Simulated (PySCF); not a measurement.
One molecule, one basis, several functionals.

Species: H7P3Si.
InChI=1S/H7P3Si/c1-4(2)3/h4H,1-3H2

Torsions of this conformer, `[PH2:1][SiH:2]([PH2:3])[PH2:4]`: H–P1–Si2–P3 52°, H–P1–Si2–P3 -42°, H–P3–Si2–P1 -167°, H–P3–Si2–P1 -73°, H–P4–Si2–P1 -42°, H–P4–Si2–P1 52°.

PySCF, pcSseg-2 basis, density fitting, gas phase, PBE0-D3(BJ)/def2-SVP geometry. One functional is left out:

```
functional  exact exchange (%)  HOMO energy (eV)  LUMO energy (eV)  dipole moment (D)
     B97-D                   0             -6.34             -1.30              0.546
      BLYP                   0             -6.22             -1.27              0.496
      BP86                   0             -6.48             -1.46              0.577
       LDA                   0             -6.49             -1.59              0.643
      OPBE                   0             -6.40             -1.28              0.695
       PBE                   0             -6.39             -1.41              0.597
     B3LYP                  20             -7.22             -0.80              0.508
      PBE0                  25             -7.44             -0.60              0.602
  mPW1PW91                  25             -7.46             -0.59              0.592
 BHandHLYP                  50             -8.34              0.24              0.502
```

Question: Predict the row of B97-2 (21 % exact exchange) by straight lines through the other rows, and check it.

Answer: 
```tsv
property	line	computed	computed − line	B3LYP (20 %), for comparison
HOMO energy (eV)	-7.24	-7.21	+0.03	-7.22
LUMO energy (eV)	-0.72	-0.61	+0.11	-0.80
dipole moment (D)	0.563	0.586	+0.023	0.508
```

Question: Which of these properties follows the share of exact exchange most closely, and which least?

Answer: Most closely the HOMO energy, least the dipole moment; the correlations over the tabulated rows are HOMO energy -0.993, LUMO energy 0.985, dipole moment -0.396. The HOMO energy moves by -0.401 eV for every 10 %. Functionals with the same share still differ in their other parts: at 0 % BLYP and LDA differ by 0.27 eV in it.
